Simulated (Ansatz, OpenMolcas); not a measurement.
SnSiH6 (SMILES [SiH3][SnH3]): the vertical ionisation energy from total energies

SnSiH6: 8 atoms, total charge 0, spin state singlet. As SMILES, `[SiH3][SnH3]`. The shape is that of a PBE0-D4/def2-TZVP optimisation.

Both states at this one shape; open shells run unrestricted unless said. 1 Eh = 27.2114 eV.

| level | program | singlet SnSiH6 (Eh) | doublet [SnSiH6]+ (Eh) | HOMO of the first (eV) |
| --- | --- | --- | --- | --- |
| SVWN5/def2-SVPD (core potential) | Ansatz | -505.712444 | -505.344314 | -7.06 |
| BLYP/def2-SVPD (core potential) | Ansatz | -507.189302 | -506.830659 | -6.83 |
| M06-L/def2-SVPD (core potential) | OpenMolcas | -507.428523 | -507.067439 | -7.05 |
| BHLYP/def2-SVPD (core potential) | Ansatz | -507.195226 | -506.825473 | -8.95 |

Task: Work out the vertical ionisation energy at each level.

Result: 
1. SVWN5/def2-SVPD (core potential): -505.344314 − (-505.712444) = 0.368130 Eh = 10.02 eV; −ε(HOMO) = 7.06 eV.
2. BLYP/def2-SVPD (core potential): -506.830659 − (-507.189302) = 0.358643 Eh = 9.76 eV; −ε(HOMO) = 6.83 eV.
3. M06-L/def2-SVPD (core potential): -507.067439 − (-507.428523) = 0.361084 Eh = 9.83 eV; −ε(HOMO) = 7.05 eV.
4. BHLYP/def2-SVPD (core potential): -506.825473 − (-507.195226) = 0.369753 Eh = 10.06 eV; −ε(HOMO) = 8.95 eV.

No measured value is set beside it here; the levels span 9.76 to 10.06 eV. In semi-local functionals −ε(HOMO) lies far under the ionisation energy, a result of self-interaction. Spin-orbit coupling is left out.
